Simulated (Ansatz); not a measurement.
`BCCCl` + `N=C=O` → `BN=C=O` + `CCCl` at 600 K and 1 bar (ligand exchange at a B–C bond).

Program: Ansatz. Geometries: PBE0-D4/def2-TZVP. ΔE: electronic, gas phase. CCSD(T)/CBS is the MP2 limit (def2-TZVPP, def2-QZVPP) plus CCSD(T) − MP2 in def2-TZVPP, frozen cores. This one scheme is used for every species. Each species was taken in one conformer, which may not be the lowest.

```json
{"species": "`BCCCl`", "CCSD(T)/CBS energy (Eh)": "-564.26783", "H − E (kJ/mol)": "252.2", "S (J/(mol·K))": "386.7"}
{"species": "`N=C=O`", "CCSD(T)/CBS energy (Eh)": "-168.51995", "H − E (kJ/mol)": "83.3", "S (J/(mol·K))": "274.5"}
{"species": "`BN=C=O`", "CCSD(T)/CBS energy (Eh)": "-193.93341", "H − E (kJ/mol)": "127.5", "S (J/(mol·K))": "336.9"}
{"species": "`CCCl`", "CCSD(T)/CBS energy (Eh)": "-538.89655", "H − E (kJ/mol)": "212.5", "S (J/(mol·K))": "329.5"}
```

H − E and S are ideal-gas, rigid-rotor, harmonic terms from PBE0-D4/def2-TZVP, for one conformer and one mirror image of each species. 1 Eh = 2625.50 kJ/mol, R = 8.31446 J/(mol·K).

Task: By hand: ΔE, ΔH, ΔS and ΔG.

Result: ΔE = (-193.93341) + (-538.89655) − (-564.26783) − (-168.51995) = -0.04218 Eh = -110.7 kJ/mol. Δ(H − E) = 127.5 + 212.5 − 252.2 − 83.3 = 4.5, so ΔH = -106.2 kJ/mol. ΔS = 336.9 + 329.5 − 386.7 − 274.5 = 5.2 J/(mol·K). ΔG = -106.2 − 600 × (5.2)/1000 = -109.3 kJ/mol.

Task: By hand: the equilibrium constant, and the temperature at which ΔG would vanish if ΔH and ΔS stayed fixed.

Result: log₁₀ K = −ΔG/(RT ln 10) = 9.5. ΔH and −TΔS have one sign here, so there is no such temperature. One of them is within its doubt of zero, so this could turn.

The number of gas molecules stays the same, so ΔS is small and ΔH decides. A doubt of 5 kJ/mol in ΔE shifts log₁₀ K by 0.4 here. Other conformers and mirror images would add mixing entropy, several J/(mol·K) or more a flexible species. These are equilibria of isolated gas molecules and say nothing of rates. Largest T1 diagnostic: 0.018 (customary marks: 0.02 for closed shells, 0.045 for open ones).
